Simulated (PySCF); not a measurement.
# Spin states and ions at one geometry of ReOF3

PySCF 2.14.0, RKS BP86, Re def2-SVP with ECP60, O def2-SVP, F def2-SVP; non-relativistic Hamiltonian with scalar-relativistic core potentials where named; density fitting; no spin-orbit coupling; singlets restricted, open shells unrestricted. The geometry is relaxed for charge 0, singlet, vacuum:

```xyz
5

Re    0.0472    0.0000    0.0357
O     1.6860    0.0000    0.4778
F    -0.0834    1.7728   -0.4396
F    -1.7898    0.0000    0.4573
F    -0.0834   -1.7728   -0.4396
```

Energies count from the relaxed state; an electron taken off or put on is at rest in vacuum. Charges and spins are Mulliken's.

```json
{"state": "charge 0, singlet, vacuum", "energy (eV)": "0.00", "spin squared": "0.00", "charge on Re1 (e)": "0.98", "spin on Re1 (e)": "0.00", "dipole about the centre of mass (D)": "0.07"}
{"state": "charge 0, triplet, vacuum", "energy (eV)": "0.30", "spin squared": "2.01", "charge on Re1 (e)": "1.08", "spin on Re1 (e)": "1.80", "dipole about the centre of mass (D)": "0.34"}
{"state": "charge 0, quintet, vacuum", "energy (eV)": "5.12", "spin squared": "6.01", "charge on Re1 (e)": "0.94", "spin on Re1 (e)": "2.55", "dipole about the centre of mass (D)": "1.15"}
{"state": "charge +1, doublet, vacuum", "energy (eV)": "10.13", "spin squared": "0.75", "charge on Re1 (e)": "1.47", "spin on Re1 (e)": "0.94", "dipole about the centre of mass (D)": "0.57"}
```

What does the state charge -1, doublet, vacuum give?

energy (eV) -2.12, spin squared 0.75, charge on Re1 (e) 0.44, spin on Re1 (e) 0.89, dipole about the centre of mass (D) 0.35.

With an electron taken off (doublet) the charges change, summed by element, by Re +0.50 e, O +0.17 e, F +0.34 e. The vertical ionisation energy is 10.13 eV, against −ε(HOMO) = 6.53 eV of the relaxed state. The level lies 3.6 eV too high, as is usual for semilocal functionals and global hybrids, which keep a self-interaction error.

With an electron put on (doublet) the charges change, summed by element, by Re -0.54 e, O -0.14 e, F -0.32 e. The vertical electron affinity is 2.12 eV, against −ε(LUMO) = 5.75 eV of the relaxed state. The basis has no diffuse functions, which an added electron needs. The added electron's level lies above zero.

Open shells may have lower solutions than those found.

The gap of the closed shell is small, and it wasn't tested for a lower spin-broken solution at this geometry.
